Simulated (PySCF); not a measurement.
Isomers of C5H9FOSi, one GFN2-xTB conformer each. Single-point energies are computed at PBE0/pcSseg-1 (PySCF, gas phase, no added dispersion term), electronic only.

```json
{"SMILES": "CCOC1=C[C@H](F)[SiH2]1", "GFN2-xTB relative energy (kcal/mol)": "47.2"}
{"SMILES": "O=C(F)[C@H]1C[C@H]([SiH3])C1", "GFN2-xTB relative energy (kcal/mol)": "18.6"}
{"SMILES": "CO[Si@@H]1CC=C(F)C1", "GFN2-xTB relative energy (kcal/mol)": "0.0"}
{"SMILES": "CO[SiH2]/C=C\\C=C\\F", "GFN2-xTB relative energy (kcal/mol)": "19.3"}
```

Conformers: `[CH3:1][CH2:2][O:3][C:4]1=[CH:5][C@H:6]([F:7])[SiH2:8]1` with C1–C2–O3–C4 -179°, C2–O3–C4–C5 2°; `[O:1]=[C:2]([F:3])[C@H:4]1[CH2:5][C@H:6]([SiH3:7])[CH2:8]1` with O1–C2–C4–C5 -9°, C2–C4–C5–C6 127°, C4–C5–C6–Si7 106°, C5–C6–C8–C4 11°, C2–C4–C8–C6 -130°; `[CH3:1][O:2][Si@@H:3]1[CH2:4][CH:5]=[C:6]([F:7])[CH2:8]1` with C1–O2–Si3–C4 -77°; `[CH3:1][O:2][SiH2:3]/[CH:4]=[CH:5]\[CH:6]=[CH:7]\[F:8]` with C1–O2–Si3–C4 63°, O2–Si3–C4–C5 171°, C4–C5–C6–C7 180°.

Task: What does PBE0/pcSseg-1 give for the same structures?

Result: 
| SMILES | PBE0/pcSseg-1 E (Eh) | PBE0/pcSseg-1 (kcal/mol) | GFN2-xTB (kcal/mol) | point group |
| --- | --- | --- | --- | --- |
| CO[Si@@H]1CC=C(F)C1 | -659.94223 | 0.0 | 0.0 | C1 |
| O=C(F)[C@H]1C[C@H]([SiH3])C1 | -659.90808 | 21.4 | 18.6 | C1 |
| CO[SiH2]/C=C\C=C\F | -659.89415 | 30.2 | 19.3 | C1 |
| CCOC1=C[C@H](F)[SiH2]1 | -659.86339 | 49.5 | 47.2 | C1 |

Both levels put the same isomer lowest; measured from each level's own lowest isomer, the values differ by up to 10.9 kcal/mol (CO[SiH2]/C=C\C=C\F: 19.3 against 30.2). As drawn, the lowest has an Si–O bond, which the highest lacks; the highest has a four-membered ring, which the lowest lacks.

Task: Which frontier levels, dipoles and rotational constants go with these structures?

Result: 
| SMILES | HOMO (eV, PBE0/pcSseg-1) | LUMO (eV) | dipole (D) | A, B, C (MHz) |
| --- | --- | --- | --- | --- |
| CO[Si@@H]1CC=C(F)C1 | -6.87 | 0.81 | 3.10 | 4078, 957.3, 847.6 |
| O=C(F)[C@H]1C[C@H]([SiH3])C1 | -8.53 | -0.50 | 2.85 | 4649, 807.1, 752.6 |
| CO[SiH2]/C=C\C=C\F | -6.88 | -1.21 | 2.36 | 6226, 540.1, 506.4 |
| CCOC1=C[C@H](F)[SiH2]1 | -7.03 | 0.04 | 2.48 | 3898, 833.6, 721.4 |
